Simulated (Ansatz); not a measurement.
Input and output for `[SiH3][Te]` radical.

```yaml
crystal:
  periodic: [false, false, false]
  atoms:
    - {symbol: Si, position_ang: [-0.087609, -0.062137, -0.005726]}
    - {symbol: Te, position_ang: [1.900710, -0.789978, 0.915052]}
    - {symbol: H, position_ang: [-1.270320, 0.120991, 0.972526]}
    - {symbol: H, position_ang: [-0.729919, -0.972542, -1.277256]}
    - {symbol: H, position_ang: [0.139083, 1.532357, -0.424316]}
basis:
  gaussian: {orbitals: "6-311G**"}
magnetization: {spin_polarized: true, initial_magnetization: 1}
hamiltonian: {xc: {name: HF}}
correlation: {method: mp2, electrons: all}
```

```sh
$ ansatz run in.yaml --threads 2 --pin off --events-out ev --progress --plain --max-ram 22528MiB --backend cpu
```

It prints (some lines left out):

```
Error: <dir> can't be read: No such file or directory (os error 2)
```
